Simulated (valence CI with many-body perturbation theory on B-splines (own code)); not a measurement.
Results of a calculation; reference values are marked as such.
# I3+: what the settings do

Method: valence CI with perturbative core correlation (CI+MBPT): four valence electrons over a frozen Dirac-Fock core [Kr] 4d10, a basis of 6 s, 6 p, 5 d, 3 f, 1 g functions for each j, with the one-electron correlation potential Σ1, the two-electron term Σ2, the three-electron term Σ3, Breit, model QED; selected CI, second order for the rest (own B-spline code, finite nucleus).

No measured spectrum was set against this ion. As an estimate, levels hold to about 250 cm⁻¹ or 0.2 % of their energy and the worst to 1 %, as in measured heavy ions of charge 2 to 7; those with d or f electrons hold less well.

The reference run has the lowest level 5s²5p² ³P_0 and an ionisation energy of 40.5240 eV. Its largest variational space holds 10000 state functions.

Names give the largest LS component (configuration and term), which can be under half, so a name can repeat, a term be missing and a line seem to break the LS rules; names also repeat where a configuration has a term twice.

Changed runs:
A. scale of Σ2 1 → 0.5
B. Davidson tolerance 2e-05 → 0.0003; three-electron term on → off
C. cutoff of virtual states (hartree) 5618 → 360
D. factor on the speed of light 1 → 1.1 (bad on purpose)

Excitation energies of the reference run in cm⁻¹, and shifts in cm⁻¹:

| Level | Reference | A | B | C | D |
| --- | --- | --- | --- | --- | --- |
| 5s²5p² ³P_1 | 6807 | -55 | -37 | -3.8 | -1603 |
| 5s²5p² ³P_2 | 10992 | -17 | -36 | -4.7 | -1987 |
| 5s²5p² ¹D_2 | 22586 | +20 | -42 | -8.4 | -3324 |
| 5s²5p² ¹S_0 | 37305 | +175 | +166 | -8.7 | -3294 |
| 5s5p³ ⁵S°_2 | 77546 | -1879 | -90 | +2.7 | -4235 |
| 5s5p³ ³D°_1 | 98821 | -910 | -41 | -1.9 | -3756 |
| 5s5p³ ³D°_2 | 99304 | -955 | -39 | -2.3 | -3947 |
| 5s5p³ ³D°_3 | 102133 | -985 | -56 | -3.9 | -4705 |
| 5s5p³ ³P°_0 | 114501 | -580 | +55 | -4.4 | -4662 |
| 5s5p³ ³P°_2 | 114901 | -431 | -8.3 | -9.4 | -4522 |
| 5s5p³ ³P°_1 | 115336 | -540 | +47 | -5.1 | -4905 |
| 5s²5p5d ¹D°_2 | 123114 | -253 | -59 | -17 | -4821 |
| Ionisation energy (eV) | 40.5240 | +0.1877 | +0.0120 | -0.0051 | -0.1418 |
